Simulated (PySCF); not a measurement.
**Energy of Zr⁻ (zirconium, charge -1) between two integer charges**

The 4d alpha orbital of [Kr] 4d3 5s2 is emptied in steps (occupation f), with all orbitals relaxed, ending at [Kr] 4d2 5s2. Computed with PySCF 2.14 in aug-cc-pVDZ-PP with ECP28MDF (5s5p4d2f, 54 functions), with scalar relativity through the core potential. The exact energy is a straight line in f; departures are measured from the line between the end points of the same method.

```tsv
f	PBE0 (eV)	r2SCAN (eV)
1	0.000	0.000
0.75	-0.285	-0.403
0.5	-0.404	-0.565
0.25	-0.316	-0.440
0	0.000	0.000
```

```json
{"method": "PBE0", "E(f=0) − E(f=1) (eV)": "0.675", "−ε at f=1 (eV)": "-0.728", "−ε at f=0.5 (eV)": "0.593"}
{"method": "r2SCAN", "E(f=0) − E(f=1) (eV)": "0.827", "−ε at f=1 (eV)": "-1.199", "−ε at f=0.5 (eV)": "0.735"}
```

Orbital energy along the path (eV):

| f | PBE0 | r2SCAN |
| --- | --- | --- |
| 1 | 0.728 | 1.199 |
| 0.75 | 0.165 | 0.342 |
| 0.5 | -0.593 | -0.735 |
| 0.25 | -1.477 | -1.939 |
| 0 | -2.402 | -3.247 |

At f = 1 the orbital energy is positive for PBE0, r2SCAN: only the finite basis holds the electron.

Reference removal energy between the ground levels: 0.433 eV (measured; photodetachment measurements, as compiled on the Wikipedia data page of electron affinities). The calculation has no spin-orbit coupling. The determinant left behind need not be the lowest term of the ion.
